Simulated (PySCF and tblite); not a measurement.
The numbers below are computed, except where a source is named.
C₅H₃NOS, numbered as in [N:1]#[C:2][c:3]1[cH:4][o:5][cH:6][c:7]1[SH:8].

The ensemble was built from 60 distance-geometry starts (ETKDG, MMFF94s, GFN2-xTB) and rests on GFN2-xTB geometries. Free energies are PBE0-D3(BJ)/pcSseg-1 single points with GFN2-xTB rigid-rotor and vibrational terms (modes under about 100 cm⁻¹ blended into free rotors). Symmetry numbers and mirror images are counted. Conformers within 2.5 kcal/mol (GFN2-xTB free energy) were kept, 5 at most. (PySCF 2.14, tblite 0.8.)

Rotational constants are equilibrium values for the commonest isotopes; dipoles come from the energy level named.

Torsions listed: C3–C7–S8–H8.

| conformer | shape | symmetry | weight % |
| --- | --- | --- | --- |
| 1 | 0° | Cs | 89.3 |
| 2 | 180° | Cs | 10.7 |

Sets of constants, in random order:

```csv
set,A (MHz),B (MHz),C (MHz),abs μa (D),abs μb (D),abs μc (D)
P,2082,1935,1003,2.95,0.50,0.00
Q,2033,1952,996,4.79,0.15,0.00
```

Task: Match each set to its conformer.

Result: P is conformer 1, Q is conformer 2.

The minima are those of GFN2-xTB; planar forms about aryl–S or allylic bonds may be saddles in DFT.
